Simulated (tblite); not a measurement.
H₃O₄P, triplet, geometry from GFN2-xTB (a higher spin typed on purpose: for a closed-shell molecule this is an excited state); GFN1-xTB (tblite).

tblite was given this input:
```
$ tblite run mol.xyz --method gfn1 --charge 0 --spin 2 --guess eeq --json tblite.json --no-restart

# file mol.xyz
8

O      0.77918714     0.89800259     1.38981789
P     -0.01342712    -0.03654108     0.29402552
O      1.07614325    -0.55931002    -0.64721325
O     -0.93075699    -1.31479553    -0.92120897
O     -0.86101349     1.15096454    -0.32530846
H      1.63291358     0.52824969     1.60995054
H     -0.53564913    -2.18592303    -0.95431307
H     -1.40433700     0.80689686    -1.03471785
```

Problem. Write the output that tblite gives for this input, abridged.

Solution. 
```
xTB calculator
 | screened Coulomb repulsion
 | Coulomb electrostatics
 |  * isotropic Klopman-Ohno-Mataga-Nishimoto electrostatics
 |  * onsite third-order electrostatics
 | DFT-D3(BJ) dispersion correction

halogen bonding energy    0.0000000000000E+00 Eh
repulsion energy          1.0009429040399E-01 Eh
dispersion energy        -2.2075885296515E-03 Eh
number of electrons       3.2000000000000E+01 e
integral cutoff           2.3778036236194E+01 bohr

------------------------------------------------------------
  cycle        total energy    energy error   density error
------------------------------------------------------------
      1     -22.85080509876  -2.2948692E+01   4.8075155E-01
      2     -22.57585165885   2.7495344E-01   3.9053947E-01
      3     -22.70233853593  -1.2648688E-01   2.6880753E-01
      4     -23.00417953521  -3.0184100E-01   3.9160721E-02
      5     -23.01264582804  -8.4662928E-03   1.6977755E-02
      6     -23.01372277482  -1.0769468E-03   5.2743399E-03
      7     -23.01372319873  -4.2390863E-07   2.6296134E-03
      8     -23.01373450721  -1.1308485E-05   1.5621724E-03
      9     -23.01374775656  -1.3249348E-05   3.8590899E-04
     10     -23.01374854778  -7.9121717E-07   2.6637434E-05
     11     -23.01374855101  -3.2349732E-09   9.8489174E-06
------------------------------------------------------------

electronic energy        -2.3111635252888E+01 Eh
total energy             -2.3013748551013E+01 Eh

Post processing:
 | Mayer-Wiberg bond orders

[Info] JSON dump of results written to 'tblite.json'
```
